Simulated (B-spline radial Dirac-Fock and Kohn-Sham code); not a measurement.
## Relativistic shifts of the levels of Kr⁺

System: krypton as Kr⁺ in the configuration [Ar] 3d10 4s2 4p5.

Both columns are ΔSCF binding energies of the configuration average from a radial atomic solver: non-relativistic Hartree-Fock with a point nucleus, and Dirac-Fock with a finite nucleus and the Coulomb interaction alone, averaged over the two j levels with weights 2j+1.

| shell | Hartree-Fock (eV) | Dirac-Fock (eV) | shift (eV) | shift (%) |
| --- | --- | --- | --- | --- |
| 1s | 14114.8 | 14372.4 | +257.60 | +1.83 |
| 2s | 1888.2 | 1946.8 | +58.64 | +3.11 |
| 3s | 299.3 | 309.3 | +10.00 | +3.34 |
| 3d | 107.7 | 105.6 | -2.08 | -1.93 |
| 4s | 40.71 | 41.71 | +1.00 | +2.45 |
| 4p | 24.14 | 24.15 | +0.01 | +0.06 |

Relativity binds 1s, 2s, 3s, 4s, 4p more strongly, among those listed most of all 3s in relative terms, and 3d more weakly, because the contracted s and p shells screen the nucleus better.

Values without a named source are computed, but for edge energies of neutral atoms, which are taken from tables.
